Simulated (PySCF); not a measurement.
PySCF input for F₂GeH₄Si, SMILES F[SiH](F)[GeH3], B3LYP/pcSseg-1. Coordinates come from a PBE0-D3(BJ)/def2-SVP optimisation. The structure was generated by enumeration, and PubChem lists no compound with its InChIKey, so it may never have been made.

```python
import numpy as np
from pyscf import gto, scf, dft
from pyscf.prop.nmr import rks as nmr

mol = gto.M(
    atom='''
    Si   -1.04288619    0.38485871   -0.00000000
    F    -1.70172355   -0.31911252    1.30083822
    F    -1.70172354   -0.31911252   -1.30083822
    Ge    1.29016317   -0.03390721    0.00000000
    H    -1.45671033    1.81184928    0.00000000
    H     1.92987757    0.58930671   -1.25202291
    H     1.92987757    0.58930672    1.25202291
    H     1.54316432   -1.54942843    0.00000000
    ''',
    basis='pcSseg-1',
    charge=0,
    spin=0,
    max_memory=1600,
    verbose=3,
)
mf = dft.RKS(mol, xc='b3lyp')
mf.grids.level = 3
mf.conv_tol = 1e-10
mf.max_cycle = 100
mf.kernel()
n = nmr.NMR(mf)
n.verbose = 2
n.max_cycle_cphf = 60
sigma = n.kernel()
print('atom   isotropic/ppm   span/ppm')
for i, s in enumerate(sigma):
    w = np.linalg.eigvalsh((s + s.T) / 2)
    print(f'{mol.atom_symbol(i):2s}{i + 1:3d} {w.mean():14.3f} {w[2] - w[0]:11.3f}')
```

Log of the run:

```
converged SCF energy = -2568.53903963034
atom   isotropic/ppm   span/ppm
Si  1        321.782     108.539
F   2        316.213     188.128
F   3        316.213     188.128
Ge  4       1657.503      18.593
H   5         25.693       9.326
H   6         27.972      16.795
H   7         27.972      16.795
H   8         27.833      16.788
```

The calculation finished and met its thresholds.
